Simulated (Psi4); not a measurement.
Calculation: Psi4 with SAPT0/jun-cc-pVDZ, frozen core.

Psi4 input:

```
molecule {
0 1
H 0.37192002 -0.00000000 -0.00000000
H -0.37192002 0.00000000 0.00000000
--
0 1
O 2.53664439 1.76456413 1.64448954
Si 3.41175089 0.58140980 0.93106363
O 4.98292764 1.00366630 1.09744011
O 2.97252430 -0.81845996 1.65349184
O 3.15496479 0.37587737 -0.67094081
H 1.63338078 1.55373030 1.89364672
H 5.23862975 1.43032690 1.91901477
H 3.16424305 -1.63448487 1.18474782
H 3.61080678 0.97288478 -1.26940366
units angstrom
symmetry c1
no_reorient
no_com
}
set basis jun-cc-pvdz
set scf_type df
set freeze_core true
energy('sapt0')
```

Part of the output:

```
    SAPT Results
  --------------------------------------------------------------------------------------------------------
    Electrostatics                 -0.60449774 [mEh]      -0.37932806 [kcal/mol]      -1.58710859 [kJ/mol]
      Elst10,r                     -0.60449774 [mEh]      -0.37932806 [kcal/mol]      -1.58710859 [kJ/mol]

    Exchange                        1.48085550 [mEh]       0.92925085 [kcal/mol]       3.88798558 [kJ/mol]
      Exch10                        1.48085550 [mEh]       0.92925085 [kcal/mol]       3.88798558 [kJ/mol]
      Exch10(S^2)                   1.47823897 [mEh]       0.92760896 [kcal/mol]       3.88111589 [kJ/mol]

    Induction                      -0.18870345 [mEh]      -0.11841321 [kcal/mol]      -0.49544085 [kJ/mol]
      Ind20,r                      -0.36096244 [mEh]      -0.22650735 [kcal/mol]      -0.94770676 [kJ/mol]
      Exch-Ind20,r                  0.25541341 [mEh]       0.16027433 [kcal/mol]       0.67058780 [kJ/mol]
      delta HF,r (2)               -0.08315442 [mEh]      -0.05218019 [kcal/mol]      -0.21832190 [kJ/mol]

    Dispersion                     -0.89504787 [mEh]      -0.56165102 [kcal/mol]      -2.34994786 [kJ/mol]
      Disp20                       -0.97810216 [mEh]      -0.61376837 [kcal/mol]      -2.56800686 [kJ/mol]
      Exch-Disp20                   0.08305429 [mEh]       0.05211735 [kcal/mol]       0.21805900 [kJ/mol]
      Disp20 (SS)                  -0.48905108 [mEh]      -0.30688419 [kcal/mol]      -1.28400343 [kJ/mol]
      Disp20 (OS)                  -0.48905108 [mEh]      -0.30688419 [kcal/mol]      -1.28400343 [kJ/mol]
      Exch-Disp20 (SS)              0.04963495 [mEh]       0.03114640 [kcal/mol]       0.13031654 [kJ/mol]
      Exch-Disp20 (OS)              0.03341934 [mEh]       0.02097095 [kcal/mol]       0.08774247 [kJ/mol]

  Total HF                          0.68765431 [mEh]       0.43150959 [kcal/mol]       1.80543614 [kJ/mol]
  Total SAPT0                      -0.20739356 [mEh]      -0.13014142 [kcal/mol]      -0.54451172 [kJ/mol]
```
